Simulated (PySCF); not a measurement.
# What a mistake does to a calculation on Al2BH4N

Calculated results; nothing here was measured. The program is PySCF 2.14.0, an open-source quantum chemistry code, run on an isolated molecule that a program drew, which may never have been made. The molecule is Al2BH4N (charge 0, singlet), drawn as the SMILES string `[BH2][AlH][N]=[AlH]`.

Each row is a Hartree-Fock (HF) and frozen-core CCSD(T) single point in the cc-pV(D+d)Z basis, meant for a local HF minimum. Run 1 is clean. Each other run has one planted mistake out of seven kinds, and not every kind appears here: one electron removed, one electron added, multiplicity raised by two, geometry at a saddle point, minimal basis STO-3G, one bond length entered in bohr, all coordinates scaled. The reference is restricted for singlets and unrestricted otherwise, and also for a bond in bohr. Adding or removing an electron swaps singlet and doublet. Electrons count all cores. HOMO and LUMO are orbital energies over both spins, the gradient is its largest component, and the lowest frequency (negative if imaginary) is given only where the gradient is small. Bond lengths are over the 7 bonds as drawn. T1 is the CCSD diagnostic: over 0.02 (restricted) or 0.045 (unrestricted) a single reference is doubtful.

Geometry of the clean run:
```xyz
8
Al2BH4N, angstrom
B    -2.2999    3.1455    0.1350
Al   -0.9761    2.6890   -1.5038
N    -0.6864    1.0319   -2.0107
Al   -0.3743   -0.4822   -2.5332
H    -3.4838    3.3438   -0.0056
H    -1.9317    3.2211    1.2837
H    -0.2539    3.8987   -2.2604
H    -0.0900   -1.9324   -3.0156
```

| run | electrons | basis functions | <S^2> | HOMO (eV) | LUMO (eV) | gradient (hartree/bohr) | lowest frequency (cm^-1) | mean bond (Å) | longest bond (Å) | T1 | HF (hartree) | CCSD(T) (hartree) | mistake |
|---|---|---|---|---|---|---|---|---|---|---|---|---|---|
| 1 | 42 | 94 | 0.000 | -8.67 | 1.54 | 3.7e-05 | 65 | 1.5879 | 2.156 | 0.0217 | -565.24990 | -565.67725 | no fault |
| 2 | 42 | 94 | 2.017 | -6.77 | 0.21 | 3.8e-02 | - | 1.5879 | 2.156 | 0.0256 | -565.16821 | -565.58472 | multiplicity raised by two |
| 3 | 41 | 94 | 0.767 | -13.76 | -5.71 | 7.0e-02 | - | 1.5879 | 2.156 | 0.0644 | -564.99895 | -565.37862 | one electron removed |
| 4 | 42 | 94 | 0.000 | -8.67 | 1.12 | 5.8e-05 | -164 | 1.5908 | 2.179 | 0.0216 | -565.24644 | -565.67416 | geometry at a saddle point |
| 5 | 42 | 94 | 0.917 | -6.69 | 1.40 | 1.4e-02 | - | 1.8619 | 4.073 | 0.0319 | -565.15943 | -565.56359 | ? |

**Which mistake was planted in run 5, and what did it cost?**

The mean bond changes by a factor of 1.173 and the longest by 1.889, so the molecule wasn't scaled as a whole. A length L in bohr read as angstrom grows by (1/0.5292 - 1) L = 0.890 L. The 7 bonds together grew by 7 x 0.2740 = 1.918 Å, which gives L = 2.156 Å. That is bond B1-Al2, 2.156 Å in the clean geometry. So the mistake is: one bond length entered in bohr. Subtracting run 1 and multiplying by 627.51 kcal/mol a hartree, the energy moved by 56.8 kcal/mol in HF and 71.3 kcal/mol in CCSD(T).

Cautions from the logs. Run 1: T1 is over the limit, so its CCSD(T) energy is less reliable; run 3: T1 is over the limit, so its CCSD(T) energy is less reliable; run 4: T1 is over the limit, so its CCSD(T) energy is less reliable.
